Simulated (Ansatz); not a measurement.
Mulliken charges of `NB(F)[SeH]` from PBE/def2-TZVPP in Ansatz (PBE0-D4/def2-TZVP geometry).

```csv
atom,x (Å),y (Å),z (Å),charge (e)
N1,-0.556,0.681,0.840,-0.274
B2,0.205,-0.193,0.067,0.221
F3,1.102,-0.982,0.664,-0.220
Se4,-0.015,-0.288,-1.886,-0.132
H5,-1.247,1.304,0.465,0.171
H6,-0.445,0.730,1.838,0.177
H7,1.015,-1.320,-2.034,0.057
```

Problem. By hand: the dipole of these point charges (1 e Å = 4.8032 D).

Solution. Σ q r = (-0.277, 0.302, 0.176) e Å, of length 0.446 e Å = 2.14 D.

Problem. How does the dipole of the full density compare? (Estimate.)

Solution. The calculation gave: (-0.213, 0.251, 0.256) e Å, 2.00 D; the point charges give 1.07 times that, at 15° from its direction.

Point charges leave out the atoms' own dipoles, such as those of lone pairs, and Mulliken's split depends on the basis, so the close match here is no proof of good charges.
